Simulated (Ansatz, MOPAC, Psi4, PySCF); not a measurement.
Molecule: C2H9N2Si, charge 0, multiplicity 2. SMILES: [CH2][Si](C)(N)N
Geometry: optimised at B3LYP-D3(BJ)/def2-TZVP (Ansatz, an electronic-structure program).

Wanted: enthalpy of formation at 298 K, in kcal/mol. Terms: six Cartesian d functions in 6-31G* and its kin unless marked 5d; non-relativistic; frozen cores in correlated levels; spin-orbit terms left out; dispersion terms only where a functional's name holds one; UHF or UKS for open shells; 6-311+G** with 5d, 6d on Na to Ar in Ansatz; LANL2DZ with its own core potentials from Na on. Basis-set limits of correlation are two-point, X^-3; Hartree-Fock from the larger set. First-principles rows: single points at B3LYP-D3(BJ) geometries (Ansatz), with unscaled harmonic terms from B3LYP/6-31G* (Ansatz) at its own minima, enthalpies of formation by atomisation with measured atoms. Semi-empirical rows: MOPAC heats of formation at their own minima for 298 K.

Coupled cluster (Ansatz) is a level with limits of its own, used here on species with T1 under 0.025 (0.045 for open shells) and stable references: CCSD(T)/CBS(cc-pV(T+d)Z,cc-pV(Q+d)Z).

Value to compare with, CCSD(T)/CBS(cc-pV(T+d)Z,cc-pV(Q+d)Z) (Ansatz): -19.1 kcal/mol.

| level | program | enthalpy of formation at 298 K (kcal/mol) | difference |
|---|---|---|---|
| PM6 | MOPAC | -20.2 | -1.1 |
| HF/STO-3G | Ansatz | 168.8 | 187.9 |
| HF/6-31G* | Ansatz | 340.4 | 359.5 |
| PBE/LANL2DZ | Ansatz | 12.9 | 32.0 |
| PBE/6-31G* | Ansatz | -12.1 | 7.0 |
| PBE/def2-SVP | Ansatz | -22.4 | -3.3 |
| PBE/6-311+G** | Ansatz | -18.4 | 0.7 |
| BP86/def2-SVP | PySCF | -38.5 | -19.4 |
| B3LYP/6-31G | Ansatz | 56.9 | 76.0 |
| B3LYP/def2-SVP | Ansatz | -2.5 | 16.6 |
| B3LYP/6-311+G** | Ansatz | -0.2 | 18.9 |
| wB97X-D/6-31G* | Psi4 | 1.8 | 20.9 |
| MP2/6-31G* | Ansatz | 116.3 | 135.4 |
| B2PLYP-D3(BJ)/def2-TZVPD | Ansatz + dftd3 | -7.9 | 11.2 |

Among the 13 habitual levels, HF/6-31G* lies farthest from CCSD(T)/CBS(cc-pV(T+d)Z,cc-pV(Q+d)Z) (Ansatz) (359.5 kcal/mol); 10 of 13 lie above it, and their mean absolute difference is 67.6 kcal/mol, the median 19.4. One case shows no general order.

The levels are drawn from those run, B3LYP/6-31G* more often than the rest, none by its result; left out are runs that failed, that the program found above a lower state of the same kind, or whose <S^2> lies over 0.5 above the pure value.
